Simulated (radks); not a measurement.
All-electron atom: O in 1s1.5 2s2 2p4 3p0.5 (fractional occupations, a model configuration). Calculated with a radial shooting solver on a logarithmic mesh with Libxc functionals: scalar-relativistic Kohn-Sham, MS2 meta-GGA, spin-unpolarised, spherical densities, finite nucleus; meta-GGA in the generalised Kohn-Sham scheme; Fermi nuclear charge, rms radius 2.6991 fm. Some entries of the table are withheld. Estimate them.

orbital,occ.,eigenvalue (eV),<r> (bohr),<1/r> (bohr^-1)
1s,1.5,-556.1084,(1),7.769
2s,2,-32.9759,1.065,(2)
2p,4,-16.3463,1.102,1.235
3p,0.5,-0.8127,8.927,(3)

Answer. 
(1) 1s <r> (bohr): 0.1952
(2) 2s <1/r> (bohr^-1): 1.364
(3) 3p <1/r> (bohr^-1): 0.1377
